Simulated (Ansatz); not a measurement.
Input (CCSDTQ/def2-SVP; Ansatz, a quantum-chemistry and plane-wave program):

Ansatz 0.2 input:
```yaml
crystal:
  periodic: [false, false, false]
  atoms:
    - {symbol: Si, position_ang: [-1.84170296, 0.03215357, -0.00966006]}
    - {symbol: I, position_ang: [0.61705209, -0.01077287, 0.00323655]}
    - {symbol: H, position_ang: [-2.28115978, 1.40427682, -0.32980631]}
    - {symbol: H, position_ang: [-2.32077200, -0.36651949, 1.32820794]}
    - {symbol: H, position_ang: [-2.31798780, -0.91694518, -1.03469785]}
basis:
  gaussian:
    orbitals: def2-SVP
magnetization: {spin_polarized: false}
correlation: {method: ccsdtq, electrons: outside_noble_gas}
```

Output:

```
Functional definition: HF
integrals: 0.05 GiB planned
1149 factors; integrals over basis functions are off by at most 1.5e-7 eV
mean field: 0.23 GiB planned
mean field evaluation 1: about -15979.7434 eV, gradient 1.2e1 eV
mean field evaluation 2: about -15979.7560 eV, gradient 1.2e1 eV
mean field evaluation 4: about -15980.4431 eV, gradient 1.4e0 eV
mean field evaluation 8: about -15980.4523 eV, gradient 1.3e-3 eV
mean field evaluation 16: about -15980.4340 eV, gradient 1.6e-1 eV
mean field -15980.45228347 eV, -587.2707894779 hartree, gradient 1.4e-6 eV, S^2 0.000000; 0 other end points of the search recorded, 0 dependent functions left out
14 core orbitals not correlated
reference -15980.45228347 eV, -587.2707894779 hartree; 7, 7 occupied and 38, 38 virtual orbitals, 1149 factors
second order -5.48144425 eV of doubles, -0.00000000 eV of singles
coupled cluster: 9.11 GiB planned
cycle   1  -6.13600194 eV  change   -6.5e-1 eV  update   7.0e-2
cycle   2  -6.46850935 eV  change   -3.3e-1 eV  update   2.8e-2
cycle   3  -6.53258810 eV  change   -6.4e-2 eV  update   1.4e-2
cycle   4  -6.52945211 eV  change    3.1e-3 eV  update   3.9e-3
cycle   5  -6.53323487 eV  change   -3.8e-3 eV  update   1.6e-3
cycle   6  -6.53366533 eV  change   -4.3e-4 eV  update   5.7e-4
cycle   7  -6.53319161 eV  change    4.7e-4 eV  update   2.2e-4
cycle   8  -6.53310206 eV  change    9.0e-5 eV  update   6.4e-5
cycle   9  -6.53313444 eV  change   -3.2e-5 eV  update   3.1e-5
cycle  10  -6.53314241 eV  change   -8.0e-6 eV  update   9.4e-6
cycle  11  -6.53314233 eV  change    8.0e-8 eV  update   3.9e-6
cycle  12  -6.53314237 eV  change   -3.7e-8 eV  update   2.0e-6
cycle  13  -6.53314164 eV  change    7.2e-7 eV  update   6.0e-7
Total energy: -15986.98542511 eV, -587.5108780050 hartree
```
